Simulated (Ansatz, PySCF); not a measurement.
Donor–acceptor adduct: BH3 (SMILES B) (first 4 atoms) with C2H6S (SMILES CSC); geometry from B3LYP-D3(BJ)/def2-TZVP, rigid monomers moved along the line of their centres of mass till B1···S6 is 1.77 Å.
(charge 0, multiplicity 1):
```xyz
13

B     -0.32926     0.60267     0.75955
H      0.00166    -0.22086    -0.05593
H     -1.49506     0.90385     0.70558
H      0.43343     1.52903     0.89040
C      1.51766    -0.58347     2.46920
S     -0.25533    -0.31775     2.26431
C     -0.53154     0.95645     3.51179
H      1.72090    -0.99817     3.45492
H      1.81899    -1.29199     1.70067
H      2.04347     0.35843     2.32194
H     -0.34307     0.55275     4.50497
H     -1.57345     1.25747     3.42660
H      0.11180     1.81005     3.30483
```

Monomers are frozen at their geometry in the pair; levels with a basis set take the counterpoise correction. Rows marked so take none.

Rows in 6-31G* carry no dispersion term and start afresh at each structure (6-31G* with six Cartesian d functions).

The values were computed with Ansatz (Gaussian basis) for Hartree–Fock, density functionals and correlated methods; PySCF for 6-31G* rows. 

Question: One of these levels gives -99.3 kJ/mol for the interaction energy. Name it.
(A) PBE/def2-TZVPPD
(B) B3LYP/6-31G*
(C) M06-2X/6-31G* (no counterpoise)

Answer: B, B3LYP/6-31G*. The others give -154.2 (PBE/def2-TZVPPD), -122.7 (M06-2X/6-31G* (no counterpoise))

Ansatz is an electronic-structure program.
